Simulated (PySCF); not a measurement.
**Working out the excitation energy of In**

In [Kr] 4d10 5s2 5p1 (2P) → In [Kr] 4d10 5s1 5p2 (4P). Computed with PySCF 2.14 in aug-cc-pVTZ-PP with ECP28MDF (6s5p4d2f, 55 functions), with a scalar-relativistic core potential. Frozen: 4s2 4p6 4d10. Energies in hartree (1 hartree = 27.21139 eV):

```json
{"part": "UHF", "In (lower)": "-189.210364", "In (upper)": "-189.104149"}
{"part": "MP2 opposite-spin", "In (lower)": "-0.027934", "In (upper)": "0.000000"}
{"part": "MP2 same-spin", "In (lower)": "-0.002264", "In (upper)": "-0.007184"}
```

**Question.** What does Hartree-Fock give?

**Answer.** (-189.104149) − (-189.210364) = 0.106215 hartree = 2.890 eV.

**Question.** What do MP2 and SCS-MP2 (6/5 opposite-spin, 1/3 same-spin) give?

**Answer.** The opposite-spin parts differ by 0.760 eV and the same-spin parts by -0.134 eV. MP2: 2.890 + (0.760) + (-0.134) = 3.516 eV. SCS-MP2: 2.890 + 1.2 × (0.760) + (-0.134)/3 = 3.757 eV.

Measured between the centres of the two terms (NIST): 4.350 eV, so MP2 (valence) is off by -0.834 eV.

What remains against the reference includes basis incompleteness, the frozen core and correlation beyond second order.
